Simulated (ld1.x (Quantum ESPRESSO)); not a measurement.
# Cutoff test, Eu (Z = 63), TM

- Element: Eu (Z = 63)
- Generator: ld1.x (Quantum ESPRESSO) 7.5
- Type: norm-conserving Troullier–Martins (Kleinman–Bylander form)
- Functional: LDA (PZ)
- Relativity: fully relativistic
- Frozen core: [Kr] 4d10 5s2
- Valence charge: 15
- Reference configuration: 4f7 5p6 5d0 6s2 6p0
- Partial waves: 5p (bound): rc 2.35 bohr; 5d (bound, empty): rc 3.40 bohr; 4f (bound): rc 1.60 bohr; 6s (bound): rc 3.40 bohr
- Local potential: the s channel
- Core correction: a·sin(br)/r model core, default radius (core density twice the valence density)

Open shells are filled in proportion to 2j + 1 (rel_dist='average').

The pseudo-atom Hamiltonian at the reference potential is diagonalised in spherical Bessel functions j_l(qr) that vanish at 20 bohr, with q² up to the cutoff. All-electron valence levels (Ry): 5p1/2 -1.9532, 6p1/2 -0.1025, 5p3/2 -1.6707, 6p3/2 -0.0872, 5d3/2 -0.1346, 5d5/2 -0.1209, 4f5/2 -0.2397, 4f7/2 -0.1942, 6s -0.2771.

Task: How do the lowest levels (Ry) of each channel move with the cutoff, and are there ghosts?

Result:

| cutoff (Ry) | p1/2 #1 | p1/2 #2 | p1/2 #3 | p3/2 #1 | p3/2 #2 | p3/2 #3 | d3/2 #1 | d5/2 #1 | f5/2 #1 | f5/2 #2 | f7/2 #1 | s #1 | Σ f·Δε (mRy) |
| --- | --- | --- | --- | --- | --- | --- | --- | --- | --- | --- | --- | --- | --- |
| 8 | -1.8257 | -0.0766 | 0.0547 | -1.6150 | -0.0692 | 0.0576 | -0.1033 | -0.0954 | 0.0952 | 0.2035 | 0.0952 | -0.2758 | 2641.0 |
| 18 | -1.9522 | -0.0775 | 0.0544 | -1.6689 | -0.0696 | 0.0574 | -0.1341 | -0.1204 | 0.0952 | 0.2035 | 0.0952 | -0.2762 | 2171.5 |
| 30 | -1.9532 | -0.0775 | 0.0544 | -1.6707 | -0.0696 | 0.0574 | -0.1342 | -0.1204 | 0.0952 | 0.2035 | 0.0952 | -0.2762 | 2162.5 |
| 50 | -1.9532 | -0.0775 | 0.0544 | -1.6707 | -0.0696 | 0.0574 | -0.1342 | -0.1204 | 0.0952 | 0.2035 | 0.0952 | -0.2762 | 2162.3 |
| 80 | -1.9532 | -0.0775 | 0.0544 | -1.6707 | -0.0696 | 0.0574 | -0.1342 | -0.1204 | 0.0951 | 0.2024 | 0.0951 | -0.2762 | 2161.6 |
| 120 | -1.9532 | -0.0775 | 0.0544 | -1.6707 | -0.0696 | 0.0574 | -0.1342 | -0.1204 | -0.2094 | 0.0953 | -0.1662 | -0.2762 | 202.9 |
| 180 | -1.9532 | -0.0775 | 0.0544 | -1.6707 | -0.0696 | 0.0574 | -0.1342 | -0.1204 | -0.2392 | 0.0953 | -0.1938 | -0.2762 | 2.8 |
| 300 | -1.9532 | -0.0775 | 0.0544 | -1.6707 | -0.0696 | 0.0574 | -0.1342 | -0.1204 | -0.2397 | 0.0953 | -0.1942 | -0.2762 | 0.0 |
| 400 | -1.9532 | -0.0775 | 0.0544 | -1.6707 | -0.0696 | 0.0574 | -0.1342 | -0.1204 | -0.2397 | 0.0953 | -0.1942 | -0.2762 | 0.0 |

Result: no extra level below or beside the all-electron valence levels (p1/2, p3/2, d3/2, d5/2, f5/2, f7/2, s tested); 10 mRy is reached at 160 Ry and 1 mRy at 230 Ry.

2 of 7 tests not solved or not reliable.
